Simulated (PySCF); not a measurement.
GaH, optimised at HF/6-31G*:

```xyz
2

Ga     0.0052    -0.6154     0.5639
H     -0.0052     0.6154    -0.5639
```

Computed with PySCF (xtb for GFN2) and rigid-rotor harmonic-oscillator thermochemistry at 1 bar. 6-31G* has spherical d functions here. All species are closed-shell singlets. B3LYP is the form with VWN-RPA correlation. Ga: all electrons, no relativistic terms. GaH: computed as isolated molecules; such fragments, hydroxides, amides, oligomers or adducts are transient or little studied in the gas.

Question: List the harmonic frequencies (cm⁻¹, unscaled) at this level and at the other levels, each on its own geometry.

Answer: 
- HF/6-31G*: 1668
- B3LYP/6-31G*: 1550
- GFN2-xTB: 914
- PBE/def2-SVP: 1534
- PBE0/def2-TZVP: 1601
